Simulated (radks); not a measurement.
Initial-state core-level shifts of neutral palladium when its valence configuration changes from [Kr] 4d10. All-electron calculation, Dirac Kohn-Sham, PBEsol, spin-unpolarised, spherical densities, finite nucleus; open shells are shared between the two j in proportion to 2j + 1; Fermi nuclear charge, rms radius 4.5318 fm. Program: a radial shooting solver on a logarithmic mesh with Libxc functionals. Shifts are changes of the shell-averaged eigenvalues in eV (positive: less bound); the change of the density at the nucleus, which sets a Mossbauer isomer shift, is in e/bohr^3, on a base of 1.326e+05.

| valence | 1s | 3d | 4s | 4p | density at nucleus |
|---|---|---|---|---|---|
| 4d9 5p1 | -5.266 | -5.386 | -5.281 | -5.182 | +1.27 |
| 4d8 5s2 | -7.403 | -7.757 | -7.254 | -6.983 | +40.95 |
| 4d8 5p2 | -10.672 | -10.960 | -10.538 | -10.275 | +3.86 |
| 4d7.5 5s2 5p0.5 | -10.484 | -10.923 | -10.206 | -9.843 | +46.64 |
| 4d9 5s1 | -3.403 | -3.568 | -3.392 | -3.277 | +17.37 |
| 4d8 5s1 5p1 | -9.153 | -9.472 | -9.011 | -8.745 | +23.68 |
| 4d7.5 5s1.5 5p1 | -11.303 | -11.727 | -11.024 | -10.662 | +37.27 |
| 4d9.5 5p0.5 | -2.662 | -2.715 | -2.688 | -2.649 | +0.46 |
